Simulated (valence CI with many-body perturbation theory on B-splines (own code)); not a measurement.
**From CI to CI+MBPT in Tm³⁵⁺**

Computed by valence CI with perturbative core correlation (CI+MBPT): six valence electrons over a frozen Dirac-Fock core [Ar] 3d10, a basis of 9 s, 9 p, 8 d, 6 f, 3 g, 1 h functions for each j, with the one-electron correlation potential Σ1, the two-electron term Σ2, the three-electron term Σ3, Breit, model QED; selected CI, second order for the rest (own B-spline code, finite nucleus).

The last digits are not significant, and no measured levels were compared; by estimate large intervals hold to a few tenths of a per cent, small ones and those within an open d or f shell to about a per cent. Among the levels kept, up to 1000 cm⁻¹ of a level comes from second order outside the variational space, and about a tenth of that is noise between levels of different J, which matters for small intervals.

Each rung adds one term. CI alone is the Dirac-Coulomb CI over the frozen core; QED comes last and gives the full result, which names the levels. Energies are above (4s^2 4p1/2^2 4p3/2^2) J=2 on the same rung, in cm⁻¹.

Levels are named by their leading jj configuration (3d3/2^4 stands for four electrons in 3d with j = 3/2), which in mixed levels can hold well under half, so a name can repeat and another be missing. Letters in brackets count levels of one name in rising energy.

```tsv
Level	CI alone	Σ1	Σ2	Σ3	Breit	QED	Full
(4s^2 4p1/2^2 4p3/2^2) J=0	64249	+26	-982	-282	+300	-8	63302
(4s^2 4p1/2 4p3/2^3) J=1	505420	+1692	+1583	+88	-5845	+679	503617
(4s^2 4p1/2 4p3/2^3) J=2	539317	+1700	+1115	-60	-6140	+674	536606
(4s^2 4p3/2^4) J=0	1071220	+3387	+2234	-125	-11634	+1310	1066390
(4s^2 4p1/2^2 4p3/2 4d3/2) J=2	1095610	-1298	-1094	+527	-2234	-1332	1090180
(4s^2 4p1/2^2 4p3/2 4d3/2) J=1	1108760	-1179	-1087	+532	-2170	-1615	1103240
(4s^2 4p1/2^2 4p3/2 4d3/2) J=0	1119320	-1392	-1584	+481	-2065	-1223	1113540
(4s^2 4p1/2^2 4p3/2 4d3/2) J=3	1125170	-1362	-1483	+404	-2850	-1074	1118810
(4s 4p1/2^2 4p3/2^3) J=2	1166240	+195	+782	+718	-2745	-3760	1161430
(4s^2 4p1/2^2 4p3/2 4d5/2) J=4	1222530	-757	-1758	+507	-5180	-799	1214540
(4s 4p1/2^2 4p3/2^3) J=1	1300160	+271	-3064	+291	-2886	-3632	1291140
(4s^2 4p1/2^2 4p3/2 4d5/2) J=2	1308370	-37	-4151	+241	-3655	-2806	1297960
(4s^2 4p1/2^2 4p3/2 4d5/2) J=3	1319970	-724	-5374	+81	-5099	-808	1308050
(4s^2 4p1/2^2 4p3/2 4d5/2) J=1	1379280	-144	-5437	-170	-3702	-2445	1367380
(4s^2 4p1/2 4p3/2^2 4d3/2) J=0	1567790	+445	+1136	+790	-8110	-984	1561060
(4s^2 4p1/2 4p3/2^2 4d3/2) J=1 [a]	1571300	+329	+463	+756	-8105	-719	1564030
(4s^2 4p1/2 4p3/2^2 4d3/2) J=2 [a]	1574700	+258	+437	+763	-8429	-421	1567310
(4s^2 4p1/2 4p3/2^2 4d3/2) J=3 [a]	1600960	+294	+166	+646	-8904	-407	1592750
(4s^2 4p1/2 4p3/2^2 4d3/2) J=4	1634730	+283	-150	+422	-9152	-416	1625720
(4s^2 4p1/2 4p3/2^2 4d3/2) J=2 [b]	1672910	+311	-1112	+279	-8551	-445	1663390
(4s^2 4p1/2 4p3/2^2 4d5/2) J=0 [a]	1671190	+1693	+2443	+801	-8943	-2697	1664490
(4s^2 4p1/2 4p3/2^2 4d5/2) J=3 [a]	1683410	+888	+163	+815	-10881	-138	1674260
(4s^2 4p1/2 4p3/2^2 4d5/2) J=4 [a]	1690480	+886	+205	+710	-10944	-134	1681200
(4s^2 4p1/2 4p3/2^2 4d5/2) J=1 [a]	1689290	+1448	+1229	+728	-9665	-1797	1681240
(4s^2 4p1/2 4p3/2^2 4d5/2) J=4 [b]	1731450	+912	-181	+551	-11420	-136	1721180
(4s^2 4p1/2 4p3/2^2 4d3/2) J=1 [b]	1748720	+531	-7824	+34	-8099	-1045	1732310
(4s^2 4p1/2 4p3/2^2 4d5/2) J=5	1744330	+920	-152	+444	-11678	-246	1733620
(4s^2 4p1/2 4p3/2^2 4d3/2) J=2 [c]	1750470	+395	-8156	-56	-8299	-726	1733630
(4s^2 4p1/2 4p3/2^2 4d3/2) J=3 [b]	1755920	+296	-8031	-181	-8698	-431	1738870
(4s^2 4p1/2 4p3/2^2 4d5/2) J=2 [a]	1800530	+931	-1211	+160	-10584	-146	1789680
(4s^2 4p1/2 4p3/2^2 4d3/2) J=1 [c]	1808810	+546	-8228	-289	-8541	-776	1791530
```

The middle columns are the shifts that each term adds.

Question: How does the ionisation energy move along the ladder, and which term matters most?

Answer: CI alone 1543.8, + Σ1 1545.3, + Σ2 1545.6, + Σ3 1545.1, + Breit 1544.1, + QED 1544.0 eV. The largest step is Σ1, 1.4 eV. NIST lists 1542 ± 5 eV (theoretical).
